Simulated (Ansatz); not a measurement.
`CN([SiH3])B[SiH3]` + `FC1NCO1` → `FC1OCN1[SiH3]` + `CNB[SiH3]`  (ligand exchange at the Si–N bond)

Program: Ansatz. Geometries: PBE0-D4/def2-TZVP. ΔE: electronic, gas phase. CCSD(T)/CBS adds triple-zeta CCSD(T) − MP2 to the extrapolated MP2 energy (def2 sets, frozen cores). Functionals use def2-TZVPP. B3LYP here is the variant with VWN-RPA as its local correlation; programs differ in this. One conformer a species, not always the lowest.

`CN([SiH3])B[SiH3]`:

Cartesian coordinates in Å:
```
C -2.023 0.451 -0.480
N -0.648 0.095 -0.137
Si -0.441 -1.547 0.441
B 0.397 1.013 -0.272
Si 2.341 0.635 0.172
H -2.679 0.362 0.391
H -2.415 -0.206 -1.264
H -2.056 1.479 -0.839
H 0.985 -1.778 0.758
H -1.283 -1.748 1.650
H -0.903 -2.496 -0.606
H 0.106 2.106 -0.684
H 2.540 0.271 1.606
H 3.171 1.843 -0.095
H 2.909 -0.480 -0.642
```

`FC1NCO1`:

Cartesian coordinates in Å:
```
F 0.670 -1.350 -1.508
C 0.701 -0.378 -0.560
N -0.435 0.496 -0.591
C -0.673 0.088 0.793
O 0.376 -0.880 0.705
H 1.701 0.070 -0.620
H -0.231 1.474 -0.745
H -0.461 0.851 1.550
H -1.648 -0.372 0.976
```

`FC1OCN1[SiH3]`:

```xyz
12

F     1.493   -0.493    1.490
C     1.241   -0.614    0.144
O     0.730   -1.872   -0.172
C    -0.515   -1.260   -0.526
N     0.058    0.054   -0.286
Si   -0.627    1.565    0.198
H     2.186   -0.370   -0.353
H    -0.778   -1.457   -1.570
H    -1.332   -1.561    0.141
H    -1.278    1.533    1.536
H     0.479    2.552    0.207
H    -1.657    1.922   -0.811
```

`CNB[SiH3]`:

Cartesian coordinates in Å:
```
C -2.083 0.083 0.454
N -0.646 0.239 0.390
B 0.221 -0.386 -0.488
Si 2.200 -0.020 -0.402
H -2.398 -0.300 1.429
H -2.396 -0.624 -0.313
H -2.594 1.034 0.280
H -0.280 0.881 1.077
H -0.254 -1.143 -1.290
H 2.980 -1.264 -0.138
H 2.712 0.548 -1.682
H 2.537 0.953 0.682
```

Q: Is it downhill or uphill in electronic energy at CCSD(T)/CBS, and by how much? (Estimate.)

A: The calculation gave: Downhill: ΔE = -0.20 eV.

Q: What do these levels give: PBE-D4, PBE0-D4, ωB97X-V, B2PLYP, PBE0, B3LYP, SCS-MP2/def2-TZVPP, CCSD/def2-TZVPP, CCSD(T)/def2-TZVPP, MP2/def2-QZVPP, SCS-MP2/def2-QZVPP, MP2/CBS(def2)? (An estimate is asked.)

A: The calculation gave: PBE-D4 -0.23, PBE0-D4 -0.22, ωB97X-V -0.23, B2PLYP -0.27, PBE0 -0.25, B3LYP -0.31, SCS-MP2/def2-TZVPP -0.22, CCSD/def2-TZVPP -0.22, CCSD(T)/def2-TZVPP -0.20, MP2/def2-QZVPP -0.21, SCS-MP2/def2-QZVPP -0.23, MP2/CBS(def2) -0.21 eV.

Largest T1 diagnostic among the species: 0.014.

The D4 term adds +0.06 eV with B3LYP and +0.03 eV with PBE0; it sums over pairs of atoms, weighted by their polarisabilities, and B3LYP, whose exchange is more repulsive, gets the larger term. In def2-TZVPP, CCSD(T) changes the Hartree–Fock value by +0.11 eV (the triples alone add +0.02 eV) and MP2 by +0.10 eV.
